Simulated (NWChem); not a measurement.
CH7InN2; SMILES [NH2][In]([CH3])[NH2]

```xyz
11

In     0.0006    -0.0281    -0.0211
C      0.0001    -2.1772     0.0975
H     -0.9333    -2.5880    -0.3113
H      0.0862    -2.4829     1.1508
H      0.8511    -2.5956    -0.4578
N     -1.6959     1.0918     0.0756
H     -2.5846     0.6881    -0.2015
H     -1.6739     2.0704    -0.1925
N      1.6966     1.0931     0.0757
H      1.6730     2.0708    -0.1954
H      2.5854     0.6899    -0.2019
```
Atoms are numbered in this order, from 1.

Computed with NWChem. All runs use the structure optimised with PBE0/def2-SVP. No frequency run checked for a minimum. def2 effective core potentials on In; no spin-orbit coupling. Field at 589 nm.

### Question
What does the run give for B3LYP/def2-SVP (core potentials)? Quantities: isotropic polarisability (bohr³); anisotropy (bohr³).

### Answer
```json
{
  "isotropic polarisability (bohr³)": "60.1",
  "anisotropy (bohr³)": "25.5"
}
```
